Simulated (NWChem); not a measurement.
Species: AlPH4; SMILES [AlH2][PH2]

```xyz
6

Al     0.1028     1.2817    -0.0281
H     -1.2023     1.9760     0.5569
H      1.3179     2.1457    -0.5804
P      0.1528    -1.0329    -0.2603
H     -0.4106    -1.3055     1.0232
H      1.5128    -1.1763     0.1511
```
Atoms are numbered in this order, from 1.

Coordinates come from a PBE0/def2-SVP optimisation.

 Unshifted, non-relativistic core excitations; the lowest 4 roots alone, so stronger bands may lie above.

Q: List the first Al K-edge excitations from B3LYP/cc-pVTZ, restricted-window TDA (NWChem).

A: 
```json
[
 {"state": "S1", "energy (eV)": "1521.6", "dipole oscillator strength": "0.0060", "leading excitation (squared amplitude)": "1s of atom 1 or its equivalents → LUMO (0.99)"},
 {"state": "S2", "energy (eV)": "1524.0", "dipole oscillator strength": "0.0004", "leading excitation (squared amplitude)": "1s of atom 1 or its equivalents → LUMO+1 (0.85)"},
 {"state": "S3", "energy (eV)": "1524.3", "dipole oscillator strength": "0.0006", "leading excitation (squared amplitude)": "1s of atom 1 or its equivalents → LUMO+2 (0.98)"},
 {"state": "S4", "energy (eV)": "1524.7", "dipole oscillator strength": "0.0003", "leading excitation (squared amplitude)": "1s of atom 1 or its equivalents → LUMO+3 (0.78)"}
]
```
